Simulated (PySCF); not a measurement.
## Electronic structure of S⁺ (sulfur, charge +1) at the UHF level

Configuration: [Ne] 3s2 3p3, high-spin 4S determinant. All numbers are calculated (PySCF 2.14, the non-relativistic Hamiltonian (point nucleus), in def2-TZVP).

- Total energy: -397.162684 hartree
- One-electron energy: -542.9212 hartree
- Hartree (Coulomb) energy: 170.5496 hartree
- Exchange energy: -24.7911 hartree
- Kinetic energy: 397.14810 hartree
- ⟨S²⟩: 3.7506
- ⟨L²⟩: 0.000
- Sum of ⟨r⟩: 12.76 bohr
- Sum of ⟨r²⟩: 20.84 bohr²
- Density at the nucleus (Gaussians lack the cusp): 2570 bohr⁻³
- Spin density at the nucleus: 0.340 bohr⁻³
- Langevin diamagnetic susceptibility: -16.5 ×10⁻⁶ cm³/mol
- Time after the integrals: 0.06 s of wall time on 1 thread of Neoverse-V2 (shared host)

```csv
shell,electrons,mean orbital energy (eV),"rms radius, mean of both spins (bohr)"
1s α,1,-2515.6,0.113
1s β,1,-2514.7,0.113
2s α,1,-256.96,0.518
2s β,1,-256.09,0.518
2p α,3,-194.10,0.492
2p β,3,-192.48,0.492
3s α,1,-38.437,1.79
3s β,1,-29.057,1.79
3p α,3,-23.464,2.04
```
